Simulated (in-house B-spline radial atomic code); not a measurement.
Results of a calculation; reference values are marked as such.
## Building a PAW s channel for As, r_c = 2.01 bohr

As, [Ar] 3d10 4s2 4p3, non-relativistic PBE, spherical and spin-unpolarised, from an all-electron radial atomic-structure program (B-spline basis) (atomic units; all potentials screened as in the neutral atom).

Two all-electron partial waves φ1, φ2 are integrated outwards at E1 = ε(4s) = -0.516462 and E2 = E1 + 0.5 hartree; φ1 is the bound orbital and φ2 has unit norm inside r_c = 2.0076 bohr. Smooth partners are polynomials, r^1(a0 + a1 r² + a2 r⁴ + a3 r⁶), matched to φ and three derivatives at r_c, with no condition on the norm. The local potential is -5.36085 + (3.0774) r² + (-0.775369) r⁴ + (0.0733536) r⁶ inside 1.6437 bohr and the all-electron one outside.

```json
{"wave": "1", "φ(r_c)": "0.734337", "φ'(r_c)": "-0.2788146", "a0": "0.7847888", "a1": "-0.1193455", "a2": "0.001680392", "a3": "0.0005301125"}
{"wave": "2", "φ(r_c)": "0.6256536", "φ'(r_c)": "-1.258679", "a0": "1.410206", "a1": "-0.3442522", "a2": "0.01627855", "a3": "0.0003739657"}
```

Inside r_c the overlaps are <φi φj> = [[0.57662, 0.74985], [0.74985, 1.00000]] and, for the smooth waves, [[0.75953, 1.06164], [1.06164, 1.53054]]. With χj = (Ej − T − V_local) applied to smooth wave j, the program's quadrature gives the matrix B_ij = <smooth i, χj> as [[0.86378, 1.54771], [1.39181, 2.50014]].

(1) Check the match of the first wave, and find the augmentation charges q_ij.

(2) B isn't symmetric. Show that D_ij = B_ij + Ej q_ij is.

Solving (T + V_local + Σ p D p) ψ = E (1 + Σ p q p) ψ in a sphere of 9 bohr gives these levels:

```tsv
all-electron	one projector	two projectors
-0.516460	-0.516460	-0.516460
0.021402	0.019463	0.021402
0.314008	0.303611	0.314006
0.771087	0.718321	0.771047
1.379950	1.144250	1.379570
```

(3) What does the second projector gain?

Results:

(1) At r_c the four terms are 1.57554, -0.96569, 0.05480, 0.06968, which sum to 0.7343, φ1(r_c) to rounding. q_ij is the all-electron overlap less the smooth one: [[-0.18291, -0.31179], [-0.31179, -0.53054]]. The smooth first wave has a norm of 0.7595 inside r_c against 0.5766, so q11 is negative and must stay small enough for the overlap operator to be positive.

(2) Integrating by parts gives B12 − B21 = (E1 − E2) q12: 1.54771 − (1.39181) = 0.15590, and −0.5 × (-0.31179) = 0.15589. So D12 = 1.54771 + (-0.016462)(-0.31179) = 1.55284 and D21 = 1.39181 + (-0.516462)(-0.31179) = 1.55284; D11 = 0.95824, D22 = 2.50887. The projectors, p = (B⁻¹)ᵀ χ, are dual to the smooth waves; det B = 0.0055, small beside B11 B22, as the two smooth waves look alike inside r_c.

(3) With one projector the errors are 0.00, -1.94, -10.40, -52.77 millihartree, and the level at 1.1442 is out of step with the all-electron series: an extra state, or one far too low, so the pairing ends there. With two the errors are 0.00, 0.00, 0.00, -0.04, -0.38 millihartree. The scattering is exact at E1 and at E2 = -0.016, and over all levels compared the largest error is 0.38 millihartree. The lowest eigenvalue of the overlap operator is 0.5332 with one and 0.07884 with two projectors, close enough to zero to make that set ill-conditioned. The smooth orbital alone needs a cutoff of 3.81 hartree for 1 millihartree of kinetic energy, against 14.4 for a norm-conserving Troullier-Martins orbital of the same radius; part of the gain comes from giving up the norm, part from the simpler form.
